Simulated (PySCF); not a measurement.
**Correlation energy of Xe²⁺ (xenon, charge +2)**

[Kr] 4d10 5s2 5p4, high-spin 3P determinant. Computed with PySCF 2.14 in def2-TZVPPD with the def2 core potential (28 electrons), with a scalar-relativistic core potential. Frozen: 4s2 4p6 4d10; 6 electrons correlated.

| level | correlation energy (mhartree) |
| --- | --- |
| CCSD | -108.85 |
| (T) | -2.61 |
| CCSD(T) | -111.46 |

Diagnostics: T1 = 0.0067, D1 = 0.0205, largest double amplitude 0.037.

Question: Is a single reference adequate?

Answer: Yes, within this model without spin-orbit coupling: T1 lies below 0.03 and no double amplitude reaches 0.07.
